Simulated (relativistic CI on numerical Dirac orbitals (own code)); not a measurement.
## Cr+ in a cubic cluster: 3p photoemission with charge transfer

Computed with a charge-transfer multiplet model of a cubic metal-ligand cluster with up to one ligand hole, Slater and spin-orbit integrals from Dirac-Coulomb-Breit ions, Slater integrals scaled by 0.8. The ground state mixes d5 with configurations of k ligand holes L, whose averages lie at kΔ + k(k − 1)U_dd/2; a core hole lowers each added d electron by U_cd. 20 K, Lorentzian 0.9 eV and Gaussian 0.8 eV FWHM.

Atomic integrals in eV (Slater integrals scaled, ζ unscaled), ground: F2dd 6.636, F4dd 4.082, zeta_d 0.022; with the core hole: F2dd 7.795, F4dd 4.847, zeta_d 0.028, zeta_core 0.660, F2cd 8.726, G1cd 10.871, G3cd 6.554.

Cluster parameters (eV): Δ = 8.2, U_dd = 6.5, U_cd = 8.3, 10Dq(ligand) = 0.7, V(eg) = 1.9, V(t2g) = -0.85, final-state hopping factor = 0.8.

```csv
Case,n_d,d5,d6L,S
10Dq = 0.35 eV,5.08,0.92,0.08,2.50
10Dq = 0.65 eV,5.08,0.92,0.08,2.50
10Dq = 0.95 eV,5.07,0.93,0.07,2.50
```

Weights, n_d and S are thermal averages at 20 K. Binding energies count from the first peak over 30 % of the highest in each spectrum, which can be another peak from case to case. The parameters are a model scan and need not match a compound or its usual spin state. Peaks in eV (height, largest 100):
- 10Dq = 0.35 eV: 0.0 (100), 2.2 (29), 4.8 (13), 7.8 (6), 16.0 (30), 21.1 (10)
- 10Dq = 0.65 eV: 0.0 (100), 2.1 (29), 4.8 (13), 7.7 (6), 16.0 (30), 21.1 (9)
- 10Dq = 0.95 eV: 0.0 (100), 2.1 (28), 4.9 (13), 7.6 (6), 16.1 (30), 21.2 (9)

Curve for 10Dq = 0.35 eV (points under 2 left out, the grid thinned):

E (eV), Intensity and a bar:
```
     -3.3        3.2 
     -2.8        4.3 #
     -2.3        6.4 #
     -1.8       10.6 ###
     -1.3       21.0 ######
     -0.8       48.0 ##############
     -0.3       88.3 ###########################
      0.2       97.7 ##############################
      0.8       58.7 ##################
      1.3       32.5 ##########
      1.8       27.9 ########
      2.3       29.1 ########
      2.8       23.3 #######
      3.3       15.9 ####
      3.8       12.2 ###
      4.3       12.2 ###
      4.8       13.4 ####
      5.3       11.4 ###
      5.8        7.2 ##
      6.3        5.1 #
      6.8        5.0 #
      7.3        5.6 #
      7.9        5.9 #
      8.4        5.3 #
      8.9        3.6 
      9.4        2.2 
     13.4        2.3 
     13.9        3.2 
     14.4        5.0 #
     14.9        9.9 ##
     15.4       20.9 ######
     15.9       29.7 #########
     16.4       27.7 ########
     16.9       24.8 #######
     17.4       19.9 ######
     17.9       11.5 ###
     18.4        6.7 #
     19.0        5.5 #
     19.5        5.1 #
     20.0        4.9 #
     20.5        6.6 #
     21.0        9.4 ##
     21.5        8.2 ##
     22.0        4.2 #
     22.5        2.1
```

For the case 10Dq = 0.35 eV, Δ = 8.2 eV is larger than U_dd = 6.5 eV, the Mott-Hubbard side of the Zaanen-Sawatzky-Allen scheme. With the core hole the average of the configuration with one ligand hole lies at Δ − U_cd = -0.1 eV before mixing: the effective hopping of about 2.4 eV (from the holes of the mixed ground state) is comparable with this gap or larger, so the configurations mix strongly.

With at most 1 ligand hole the space is cut while the next configuration still counts, so covalency is underestimated, and a final configuration with one more ligand hole, which can lie low, is missing from the spectra.
